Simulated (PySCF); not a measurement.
Bond curve of ICl

Set-up: basis I def2-SVP with ECP28, Cl def2-SVP; scalar-relativistic core potentials; PySCF 2.14. Energies in eV from I + Cl in their ground configurations at the same level. State: ¹Σ⁺ (singlet), closed shell.

Curves on a restricted Hartree–Fock reference rise too fast on stretching and do not dissociate correctly.

```
R (Å)   M06-L    MN15     PBE      RHF
2.030  -0.935  -0.843  -1.006   0.7759
2.124  -1.705  -1.583  -1.791  -0.0191
2.218  -2.124  -1.977  -2.227  -0.4445
2.289  -2.278  -2.112  -2.393  -0.5902
2.360  -2.334  -2.147  -2.457  -0.6274
2.431  -2.319  -2.110  -2.448  -0.5831
2.525  -2.221  -1.980  -2.354  -0.4332
2.643  -2.022  -1.737  -2.154  -0.1497
2.785  -1.726  -1.385  -1.851   0.2685
2.974  -1.303  -0.885  -1.417   0.8753
```

Task: Put a parabola through the three lowest points of the M06-L curve and estimate Re, k and ωe (reduced mass 27.41 u; 1 eV/Å² = 0.16022 mdyn/Å; ωe = 1302.8·√(k/μ) cm⁻¹).

Result: Through R = 2.289, 2.36, 2.431 Å the second-order coefficient is 7.04 eV/Å², so Re ≈ 2.381 Å, k ≈ 2.26 mdyn/Å and ωe ≈ 374 cm⁻¹. A polynomial fit of higher order to the unrounded M06-L energies gives Re = 2.377 Å, k = 2.10 mdyn/Å, ωe = 361 cm⁻¹; anharmonicity and rounding make the difference.

The higher-order fit for each curve: M06-L: Re = 2.377 Å, ωe = 361 cm⁻¹, De = 2.34 eV; MN15: Re = 2.355 Å, ωe = 383 cm⁻¹, De = 2.15 eV; PBE: Re = 2.384 Å, ωe = 362 cm⁻¹, De = 2.46 eV; RHF: Re = 2.354 Å, ωe = 406 cm⁻¹, De = 0.63 eV.

These are scalar-relativistic numbers at best; spin–orbit coupling would shift them, the dissociation energy most. Where the molecule has an RHF reference, its open-shell atoms are computed with UHF.
